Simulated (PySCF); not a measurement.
Species: C3H8O3Si.
Bonds: C1–O2, O2–Si3, Si3–O4, O4–C5, C5–C6, C6–O7 (double). Hydrogens: H8, H9, H10 on C1; H11, H12 on Si3; H13, H14 on C5; H15 on C6.

Computed with PySCF at wB97X-D/def2-SVPD, non-relativistic, on one gas-phase PBE0-D3(BJ)/def2-SVP geometry that isn't relaxed in the solvent. The solvent is an IEF-PCM continuum (Bondi radii, 1.10 Å for H, scaled by 1.2). The model holds no explicit solvent molecules, cavitation or dispersion.

Gas phase at wB97X-D/def2-SVPD: HOMO -9.57 eV, LUMO 0.91 eV, dipole 3.66 D.

Question: What does the continuum do to the energy, the frontier levels and the dipole at wB97X-D/def2-SVPD in benzene and chloroform?

Answer: 
| solvent | ε | E(solvent) − E(gas) (kJ/mol) | polarisation term (kJ/mol) | distortion of the solute (kJ/mol) | HOMO (eV) | LUMO (eV) | dipole (D) |
| --- | --- | --- | --- | --- | --- | --- | --- |
| benzene | 2.271 | -11.91 | -12.77 | 0.86 | -9.64 | 0.89 | 4.04 |
| chloroform | 4.711 | -18.83 | -21.02 | 2.19 | -9.68 | 0.88 | 4.26 |

The polarisation term is half the interaction of the solute with the surface charges that it induces; the rest is the cost of distorting the solute's density. The sum is the electrostatic part of solvation alone. From benzene to chloroform the lowering changes by a factor 1.58, Onsager's factor (ε − 1)/(2ε + 1) by 1.55 and ε itself by 2.1.

Question: Which radius a makes the point-dipole formula ΔE = −[(ε − 1)/(2ε + 1)]·μ²/a³ give the value in chloroform, with the gas-phase dipole?

Answer: μ = 1.442 au and |ΔE| = 0.00717 Eh give a = 2.48 Å; the farthest nucleus lies 3.99 Å from the centroid of the nuclei, so such a sphere wouldn't even hold the nuclei. The formula assumes a rigid point dipole at the centre of a sphere.

Question: How does the static polarisability (wB97X-D/def2-SVPD, frozen core, with the continuum's full static response) change?

Answer: 
```json
{"medium": "gas", "isotropic (au)": "72.7", "principal values (au)": "61.4, 71.6, 85.2", "⟨r²⟩ of the electrons (bohr²)": "1387.4"}
{"medium": "benzene", "isotropic (au)": "80.8", "principal values (au)": "69.0, 80.5, 92.8", "⟨r²⟩ of the electrons (bohr²)": "1387.8"}
{"medium": "chloroform", "isotropic (au)": "86.2", "principal values (au)": "74.7, 86.7, 97.3", "⟨r²⟩ of the electrons (bohr²)": "1388.1"}
```

The isotropic value in chloroform is 1.19 times the gas-phase one; no cavity-field correction is applied. ⟨r²⟩ is taken about the centre of nuclear charge.

Conformer computed: `[CH3:1][O:2][SiH2:3][O:4][CH2:5][CH:6]=[O:7]`: C1–O2–Si3–O4 -146°, O2–Si3–O4–C5 52°, Si3–O4–C5–C6 -167°, O4–C5–C6–O7 -176°.

wB97X-D is run here without its empirical dispersion term; that term would change no orbital, density or response property at a fixed geometry.
